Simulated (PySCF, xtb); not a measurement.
H₆PSi, SMILES [PH3+][SiH3], charge +1.

GFN2-xTB run with xtb at its own geometry gives an orbital gap of 5.61 eV.

Geometry optimised at B3LYP-D3(BJ)/def2-TZVP. The isomer is the one that the SMILES or the coordinates give; other isomers of the formula were not compared.

Question: What does PySCF with PBE/def2-TZVPD give? (The exact figures need the calculation; the answer reports its results.)

Answer: gap 7.54 eV (levels -14.12 and -6.58 eV).
